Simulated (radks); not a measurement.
Q: Coherent X-ray form factor from a spherical all-electron density. All-electron calculation, non-relativistic Kohn-Sham, TPSS, spin-polarised, spherical densities, point nucleus; meta-GGA in the generalised Kohn-Sham scheme. Program: a radial shooting solver on a logarithmic mesh with Libxc functionals.

sin(theta)/lambda (1/angstrom),f0 (electrons)
0.05,26.950
0.1,26.802
0.15,26.557
0.2,26.220
0.25,25.796
0.3,25.290
0.4,24.066
0.5,22.616
0.6,21.015
0.8,17.647
1,14.463
1.25,11.191
1.5,8.851
2,6.316

The species is in the configuration that NIST lists as its ground one. Which atom or ion scatters so?

A: The palladium ion Pd19+, [Ar] 3d9. Extrapolating in s^2 from the first two rows gives f0(0) = 27.0, near the electron count 27; among species with that count, the fall with angle is slower the higher Z, and the table is that of Z = 46; from so few rows the species is fixed only to a neighbour or two.
